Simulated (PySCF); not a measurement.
## OsH8 at several levels of theory

Computed with PySCF 2.14.0 (density fitting, no spin-orbit coupling) at the geometry relaxed with TPSS:

```xyz
9
OsH8 (singlet)
Os    0.0000    0.0000    0.1294
H     1.6677    0.0000    0.3851
H     0.0000    1.6677    0.3851
H    -1.6677    0.0000    0.3851
H     0.0000   -1.6677    0.3851
H     0.8824    0.8824   -0.8895
H    -0.8824    0.8824   -0.8895
H    -0.8824   -0.8824   -0.8895
H     0.8824   -0.8824   -0.8895
```

| level | basis | state | HOMO (eV) | gap (eV) | charge on Os1 (e) | dipole about the centre of mass (D) | largest force component (eV/Å) |
| --- | --- | --- | --- | --- | --- | --- | --- |
| TPSS | Os def2-SVP with ECP60, H def2-SVP | singlet | -7.68 | 3.17 | 0.38 | 0.20 | 0.07 |
| BP86 | the same | singlet | -7.55 | 2.95 | 0.24 | 0.09 | 0.11 |
| CAM-B3LYP | the same | singlet | -9.97 | 7.21 | 0.29 | 0.17 | 0.48 |
| PBE0 | the same | singlet | -8.62 | 4.90 | 0.24 | 0.12 | 0.40 |
| TPSS | Os def2-TZVP with ECP60, H def2-TZVP | singlet | -7.72 | 3.17 | 0.01 | 0.15 | 0.31 |
| TPSS | Os x2c-SVPall, H x2c-SVPall | singlet | -7.69 | 3.17 | -2.12 | 0.18 | 0.92 |

Charges are Mulliken's, which hang on the basis. The relaxation used the grid (50, 194), these runs (75, 302) or, all-electron (x2c bases, spin-free X2C Hamiltonian), (99, 590).

Question: What does B3LYP with Os def2-SVP with ECP60, H def2-SVP give here?

Answer: state singlet, HOMO (eV) -8.43, gap (eV) 4.43, charge on Os1 (e) 0.28, dipole about the centre of mass (D) 0.15, largest force component (eV/Å) 0.38. Time: 3.3 s on 2 threads of Arm Neoverse V1 (shared host), from an already converged density.

In the first row's basis the gap widens with exact exchange: 2.9 to 3.2 eV for BP86, TPSS (none); 4.4 to 4.9 eV for B3LYP, PBE0 (a fixed share); 7.2 eV for CAM-B3LYP (rising or full at long range).

No frequency check is given that shows the relaxed geometry to be a minimum.
